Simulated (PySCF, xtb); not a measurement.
FGeH3Zn, SMILES [F][Zn][GeH3].

GFN2-xTB in xtb 6.7.1 at its own geometry gives an orbital gap of 4.64 eV and a dipole moment of 3.48 D.

The structure is a stationary point at PBE0-D3(BJ)/def2-SVP. The structure was generated by enumeration; whether it is a known compound was not checked.

### Question
What does PBE/def2-TZVPD (PySCF) give? (The exact figures need the calculation; the answer reports its results.)

### Answer
gap 5.61 eV (levels -7.44 and -1.83 eV), dipole 2.39 D.
